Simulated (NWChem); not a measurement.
Correlation energy of N-methylmethanimine (C2H5N)

```
N
C 1 1.2642
H 2 1.1005 1 119.76
H 2 1.1112 3 116.64 1 180.00
C 1 1.4441 2 118.78 3 180.00
H 5 1.1032 1 109.26 2 122.08
H 5 1.1032 6 106.23 1 -117.75
H 5 1.1102 6 108.73 7 -116.87
```
Charge 0, spin multiplicity 1.

Everything below was run with NWChem. All single points use one geometry, from B3LYP/def2-SVP, a minimum by its harmonic frequencies.

Basis set: cc-pVDZ. Each correlation energy counts from its own Hartree-Fock reference.

The correlated methods keep 3 core orbitals frozen. No row is a measurement; the coupled-cluster row has its own basis-set and correlation limits.

Q: One of these methods gave a correlation energy of -444.4 mHa. Which?
(A) CCSD+T(CCSD)
(B) RI-MP2
(C) CCSD
(D) CR-CCSD[T]

A: B, RI-MP2. The others give -492.9 (CR-CCSD[T]), -480.5 (CCSD), -496.8 (CCSD+T(CCSD)).
